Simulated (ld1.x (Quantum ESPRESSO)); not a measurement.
## What the settings do to the PAW potential of chromium

Base potential:

ld1.x (Quantum ESPRESSO) 7.5 input, shortened:

```
&input
   title='Cr', zed=24., rel=1, dft='PBE', iswitch=3,
   config='[Ar] 3d5 4s0.75 4p0'
 /
 &inputp
   pseudotype=3, lpaw=.true., tm=.true., lloc=-1, rcloc=1.40,
   nlcc=.true., new_core_ps=.true.,
   which_augfun='PSQ', rmatch_augfun_nc=.true.
 /
6
4S  1  0   0.75   0.00  2.65  3.05  0.0
4S  1  0   0.00   3.40  2.65  3.05  0.0
4P  2  1   0.00   0.00  1.95  2.70  0.0
4P  2  1   0.00   3.50  1.95  2.70  0.0
3D  3  2   5.00   0.00  1.40  1.70  0.0
3D  3  2   0.00   0.25  1.40  1.70  0.0
 &test
   configts(1)='3d5 4s0.75 4p0'
 /
```

Cutoffs, loose and tight: the cutoffs (Ry, on a coarse ladder) from which the occupation-weighted sum of valence levels, in a spherical-Bessel basis at the reference potential, stays within 10 and 1 mRy of its value at 400 Ry. They do not see the model core or the augmentation charge, which bear on the density cutoff. Test errors are all-electron minus pseudo excitation energies from the reference, over the configurations 3d5 4s1 4p0; 3d5 4s0 4p0; 3d4 4s0 4p0; 3d3 4s0 4p0; 3d2 4s0 4p0; 3d4 4s1 4p0; 3d4 4s2 4p0. A dash means not determined; rows that change the core or the reference have their own tests.

A true bound ghost makes a file unfit for plane-wave use even where its test errors are small: the radial tests pick states by their node count and pass the ghost by.

Cutoffs are not given where the Bessel-basis levels miss the radial ones by over 6 mRy, ghosts where they miss by over 20 mRy; a channel whose overlap is not positive is not tested.

The default core radius of the base comes out at 1.20 bohr.

A file whose overlap is not positive is unfit for use, and its test errors describe a broken file.

| change | outcome | cutoff, loose | cutoff, tight | bound ghosts | largest test error (meV) |
| --- | --- | --- | --- | --- | --- |
| base | generated, overlap not positive | – | – | not determined (overlap not positive) | -3349 |
| core correction Bessel-smoothed model core inside 1.50 bohr | generated, overlap not positive | – | – | not determined (overlap not positive) | -3349 |
| waves 3d (bound): rcut 1.32, rcutus 1.40 bohr; 3d channel at 0.25 Ry: rcut 1.32, rcutus 1.40 bohr | generated, overlap not positive | – | – | not determined (overlap not positive) | -3385 |
| non-relativistic | generated, overlap not positive | – | – | not determined (overlap not positive) | -3475 |

Task: What comes out with this change to the base: reference 3d5 4s1 4p0?

Result: outcome: generated; cutoff, loose: 35 Ry; cutoff, tight: 55 Ry; bound ghosts: s; largest test error (meV): -897.

Task: What comes out with this change to the base: core [Ne], valence charge 14; reference 3s2 3p6 3d5 4s1 4p0; waves now 3s (bound): rcut 1.20, rcutus 1.45 bohr; 4s (bound): rcut 1.20, rcutus 1.45 bohr; 3p (bound): rcut 1.55, rcutus 1.75 bohr; 4p (bound): rcut 1.55, rcutus 1.75 bohr; 3d (bound): rcut 1.00, rcutus 1.35 bohr; 3d channel at 0.25 Ry: rcut 1.00, rcutus 1.35 bohr; local potential all-electron potential smoothed inside 1.65 bohr (lloc = -1); core correction a·sin(br)/r model core, default radius (core density twice the valence density)?

Result: outcome: generated, overlap not positive; bound ghosts: not determined (overlap not positive); largest test error (meV): -51. A file whose overlap is not positive is unfit for use, and its test errors describe a broken file.

Task: What comes out with this change to the base: type TM; waves now 4s (bound): rc 3.05 bohr; 4p (bound): rc 2.70 bohr; 3d (bound): rc 1.70 bohr; local potential the d channel?

Result: outcome: generated; cutoff, loose: 80 Ry; cutoff, tight: 100 Ry; bound ghosts: s, p; largest test error (meV): -2804.
